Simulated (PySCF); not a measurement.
# Electron correlation in Cr⁺ (chromium, charge +1)

[Ar] 3d4 4s1, high-spin 6D determinant (an excited configuration). Computed with PySCF 2.14 in aug-cc-pVDZ (7s6p4d2f, 59 functions), with the non-relativistic Hamiltonian (point nucleus). Frozen: [Ar]; 5 electrons correlated.

MP2 pair energies summed by pair of shells (mhartree):

```json
{"pair": "3d-3d", "energy": "-33.48", "share (%)": "78.1"}
{"pair": "3d-4s", "energy": "-9.41", "share (%)": "21.9"}
```

Total MP2 correlation energy: -42.89 mhartree.

Same-spin part -42.89 and opposite-spin part 0.00 mhartree; SCS-MP2 scales them by 1/3 and 6/5 to -14.30 mhartree.
